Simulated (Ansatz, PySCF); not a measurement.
Gas-phase reaction R1 + R2 → P1 + P2, each structure at its B3LYP-D3(BJ)/def2-TZVP stationary point, reached from a drawn start (curvature not checked).
R1, C2H6AlCl (SMILES [CH3][Al]([CH3])[Cl]) (charge 0, multiplicity 1):
```xyz
10

C     -1.70089    -0.47299    -0.00159
Al    -0.06195     0.57567     0.02463
C      1.76246    -0.09949    -0.02261
Cl    -0.28872     2.68421     0.11518
H     -2.27187    -0.31662     0.91835
H     -1.51263    -1.54368    -0.10319
H     -2.34893    -0.16070    -0.82509
H      2.27514     0.24301    -0.92633
H      2.34020     0.28088     0.82419
H      1.80699    -1.19028    -0.00354
```
P1, C2H6AlF (SMILES [CH3][Al]([CH3])[F]) (charge 0, multiplicity 1):
```xyz
10

C     -1.720    -0.367     0.048
Al    -0.047     0.617    -0.106
C      1.756    -0.103     0.035
F     -0.173     2.251    -0.393
H     -2.232    -0.109     0.981
H     -1.571    -1.448     0.044
H     -2.406    -0.112    -0.764
H      2.223    -0.164    -0.953
H      2.397     0.541     0.643
H      1.772    -1.106     0.466
```
P2: HCl (SMILES Cl), charge 0, multiplicity 1.
R2, HF (SMILES F) (charge 0, multiplicity 1):
| atom | x (Å) | y (Å) | z (Å) |
|---|---|---|---|
| F | 0.0000 | 0.0000 | 0.4622 |
| H | 0.0000 | 0.0000 | -0.4622 |

P less R. No zero-point or thermal terms.

Cores are frozen in the correlated methods.

Codes used: Ansatz (Gaussian basis) for Hartree–Fock, density functionals and correlated methods; PySCF for the D3/D4 terms. All values are computed, each at the level named.

The comparison value is -5.40 kcal/mol (CCSD(T)/cc-pV(Q+d)Z). It is a level with limits of its own, not the exact answer.

Problem. Order these levels by how close they come to the comparison value for the reaction energy, closest first: r2SCAN-D3(BJ)/def2-TZVPP, BLYP-D3(BJ)/def2-TZVPP, PBE0-D4/def2-TZVPP, B3LYP-D3(BJ)/def2-TZVPP, PBE-D4/def2-TZVPP. Give each level's value less the comparison value.

Solution. B3LYP-D3(BJ)/def2-TZVPP (-0.01 kcal/mol), r2SCAN-D3(BJ)/def2-TZVPP (0.56 kcal/mol), BLYP-D3(BJ)/def2-TZVPP (-0.79 kcal/mol), PBE-D4/def2-TZVPP (1.14 kcal/mol), PBE0-D4/def2-TZVPP (2.10 kcal/mol)

Ansatz is a first-principles code.
